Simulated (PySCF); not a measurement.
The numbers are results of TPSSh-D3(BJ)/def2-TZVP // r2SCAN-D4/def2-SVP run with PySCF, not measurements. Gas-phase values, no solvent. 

Reference species: [Hf(Cl)(F)3] (neutral, multiplicity 1).

```json
{
  "HOMO": "-9.24 eV",
  "LUMO": "-1.64 eV",
  "mean_distance_from_the_central_atom_to_its_bonded_neighbours": "2.014 Å",
  "coordination_number": "4"
}
```

Changed species: [Hf(Cl)2(F)2] (2 of 4 Cl replaced by F; the reference has 3 of 4 Cl replaced by F).

Problem. Predict the effect on the HOMO, LUMO, mean distance from the central atom to its bonded neighbours and coordination number.

Solution. the HOMO goes up by 0.17 eV, to -9.07 eV; the LUMO falls by 0.49 eV, to -2.13 eV; the mean distance from the central atom to its bonded neighbours rises by 0.107 Å, to 2.121 Å; the coordination number hardly moves.
